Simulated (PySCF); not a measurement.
Two-component Hartree-Fock for Sn³⁺ (tin, charge +3)

Start: [Kr] 4d10 5s1; 5s1/2 filled at m_j = +1/2. Calculated with PySCF 2.14 in x2c-TZVPall-2c with one added diffuse shell each of s, p, d, f type (9s10p6d3f, 90 functions): generalised Hartree-Fock with the X2C-1e Hamiltonian and a Gaussian nucleus; one run each with spin-orbit coupling (SO) switched off, then screened by Boettger's factors. This is a chosen level, not necessarily the ground level.

```json
{"spinor shell": "1s1/2", "electrons": "2", "ε, spin-free (eV)": "-29376.8", "ε, screened SO (eV)": "-29374.1", "weight of nominal j (screened SO)": "1.000", "rms radius, screened SO (bohr)": "0.0333"}
{"spinor shell": "2s1/2", "electrons": "2", "ε, spin-free (eV)": "-4552.8", "ε, screened SO (eV)": "-4552.0", "weight of nominal j (screened SO)": "1.000", "rms radius, screened SO (bohr)": "0.136"}
{"spinor shell": "2p1/2", "electrons": "2", "ε, spin-free (eV)": "-4083.0", "ε, screened SO (eV)": "-4243.0", "weight of nominal j (screened SO)": "1.000", "rms radius, screened SO (bohr)": "0.118"}
{"spinor shell": "2p3/2", "electrons": "4", "ε, spin-free (eV)": "-4083.0", "ε, screened SO (eV)": "-4010.1", "weight of nominal j (screened SO)": "1.000", "rms radius, screened SO (bohr)": "0.123"}
{"spinor shell": "3s1/2", "electrons": "2", "ε, spin-free (eV)": "-942.11", "ε, screened SO (eV)": "-941.92", "weight of nominal j (screened SO)": "1.000", "rms radius, screened SO (bohr)": "0.361"}
{"spinor shell": "3p1/2", "electrons": "2", "ε, spin-free (eV)": "-784.83", "ε, screened SO (eV)": "-814.99", "weight of nominal j (screened SO)": "1.000", "rms radius, screened SO (bohr)": "0.354"}
{"spinor shell": "3p3/2", "electrons": "4", "ε, spin-free (eV)": "-784.83", "ε, screened SO (eV)": "-771.02", "weight of nominal j (screened SO)": "1.000", "rms radius, screened SO (bohr)": "0.366"}
{"spinor shell": "3d3/2", "electrons": "4", "ε, spin-free (eV)": "-543.36", "ε, screened SO (eV)": "-548.58", "weight of nominal j (screened SO)": "1.000", "rms radius, screened SO (bohr)": "0.340"}
{"spinor shell": "3d5/2", "electrons": "6", "ε, spin-free (eV)": "-543.36", "ε, screened SO (eV)": "-539.71", "weight of nominal j (screened SO)": "1.000", "rms radius, screened SO (bohr)": "0.343"}
{"spinor shell": "4s1/2", "electrons": "2", "ε, spin-free (eV)": "-189.20", "ε, screened SO (eV)": "-189.17", "weight of nominal j (screened SO)": "1.000", "rms radius, screened SO (bohr)": "0.874"}
{"spinor shell": "4p1/2", "electrons": "2", "ε, spin-free (eV)": "-139.37", "ε, screened SO (eV)": "-144.85", "weight of nominal j (screened SO)": "1.000", "rms radius, screened SO (bohr)": "0.930"}
{"spinor shell": "4p3/2", "electrons": "4", "ε, spin-free (eV)": "-139.37", "ε, screened SO (eV)": "-136.87", "weight of nominal j (screened SO)": "1.000", "rms radius, screened SO (bohr)": "0.958"}
{"spinor shell": "4d3/2", "electrons": "4", "ε, spin-free (eV)": "-64.737", "ε, screened SO (eV)": "-65.431", "weight of nominal j (screened SO)": "0.990", "rms radius, screened SO (bohr)": "1.16"}
{"spinor shell": "4d5/2", "electrons": "6", "ε, spin-free (eV)": "-64.737", "ε, screened SO (eV)": "-64.262", "weight of nominal j (screened SO)": "0.994", "rms radius, screened SO (bohr)": "1.17"}
{"spinor shell": "5s1/2", "electrons": "1", "ε, spin-free (eV)": "-39.463", "ε, screened SO (eV)": "-39.465", "weight of nominal j (screened SO)": "1.000", "rms radius, screened SO (bohr)": "2.31"}
```

```
   quantity    spin-free  screened SO
E (hartree)  -6171.24339  -6172.70474
        M_J          1/2          1/2
       ⟨J²⟩        0.751        0.751
       ⟨L²⟩        0.000        0.018
       ⟨S²⟩        0.751        0.768
```

Each row is a mean over spinors that exchange with the open shell spreads, by up to 0.510 eV (4s1/2).

Breit and QED terms are absent; they matter most for the inner s and p1/2 levels.

Densities and radii are taken from the X2C orbitals without a picture-change correction, which distorts them close to the nucleus.

Without spin-orbit coupling the j labels of p, d and f shells carry no meaning; the spin-free column gives the mean over the occupied spinors of each nl shell.
